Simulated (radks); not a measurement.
Results of a calculation; reference values are marked as such.
All-electron atom: Tc2+ in [Kr] 4d5. Level of theory: Dirac Kohn-Sham, relativistic LDA (MacDonald-Vosko exchange, VWN5 correlation), spin-unpolarised, spherical densities, finite nucleus; open shells fill j = l - 1/2 first; Fermi nuclear charge, rms radius 4.4112 fm (a radial shooting solver on a logarithmic mesh with Libxc functionals).

Normalised radial functions P(r) = r R(r) (large component), r in bohr:

r           4s1/2    4d3/2
0.00117    0.0426   0.0000
0.001561   0.0550   0.0000
0.002081   0.0706   0.0000
0.002776   0.0899   0.0000
0.003732   0.1139   0.0000
0.004978   0.1412   0.0001
0.006639   0.1714   0.0002
0.008855   0.2020   0.0004
0.01181    0.2280   0.0010
0.01575    0.2411   0.0021
0.02118    0.2286   0.0045
0.02825    0.1763   0.0095
0.03768    0.0722   0.0195
0.05025   -0.0829   0.0387
0.06702   -0.2594   0.0729
0.08939   -0.3866   0.1289
0.1202    -0.3609   0.2124
0.1603    -0.1140   0.3089
0.2138     0.2871   0.3873
0.2852     0.5950   0.3909
0.3803     0.5077   0.2621
0.5073    -0.0469  -0.0140
0.6766    -0.7515  -0.3746
0.9096    -1.1254  -0.6956
1.213     -0.9587  -0.8309
1.618     -0.5317  -0.7614
2.158     -0.1905  -0.5558
2.879     -0.0409  -0.3170
3.839     -0.0046  -0.1322
5.162     -0.0002  -0.0348
6.885     0.0000  -0.0054
9.182     0.0000  -0.0004

4s1/2: eigenvalue -89.354 eV, 3 radial nodes at r = 0.0435, 0.175, 0.498 bohr, <r> = 1.06 bohr, 90 % of the charge inside 1.54 bohr. 4d3/2: eigenvalue -22.858 eV, 1 radial node at r = 0.501 bohr, <r> = 1.61 bohr, 90 % of the charge inside 2.54 bohr.
